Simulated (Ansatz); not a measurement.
Isolated molecules relaxed with PBE0-D4/def2-TZVP in Ansatz; ΔE leaves out vibrations. CBS: MP2 limit from def2 TZ/QZ plus the TZ coupled-cluster correction, frozen cores. This one scheme is used for every species. Functionals use def2-TZVPP. B3LYP here is the variant with VWN-RPA as its local correlation; programs differ in this. def2 core potentials past Kr. For In outer-core shells are correlated without core-valence functions, which leaves a few kJ/mol of doubt a bond. Each species was taken in one conformer, which may not be the lowest.

Consider the ligand exchange at the In–N bond: `C[NH][In]([CH3])[Cl]` + H₂S → `[CH3][In]([SH])[Cl]` + CH₃NH₂.

```json
{"level": "r2SCAN-D4", "ΔE (kcal/mol)": "-21.0"}
{"level": "B3LYP-D4", "ΔE (kcal/mol)": "-20.2"}
{"level": "r2SCAN", "ΔE (kcal/mol)": "-21.2"}
{"level": "SCS-MP2/def2-TZVPP", "ΔE (kcal/mol)": "-18.9"}
{"level": "CCSD/def2-TZVPP", "ΔE (kcal/mol)": "-19.2"}
{"level": "CCSD(T)/def2-TZVPP", "ΔE (kcal/mol)": "-18.9"}
{"level": "SCS-MP2/def2-QZVPP", "ΔE (kcal/mol)": "-19.0"}
{"level": "CCSD/CBS(def2)", "ΔE (kcal/mol)": "-19.3"}
```

Q: What does CCSD(T)/CBS give? (Best estimate.)

A: The calculation gave: -19.0 kcal/mol. The listed levels differ from it by -2.0, -1.2, -2.2, 0.1, -0.2, 0.1, 0.0, -0.3 kcal/mol.

Largest T1 diagnostic among the species: 0.013.

In def2-TZVPP, CCSD(T) changes the Hartree–Fock value by +3.6 kcal/mol (the triples alone add +0.3 kcal/mol) and MP2 by +3.3 kcal/mol. From PBE to PBE0 (25 % exact exchange), in def2-TZVPP and without D4, ΔE moves by −0.9 kcal/mol.
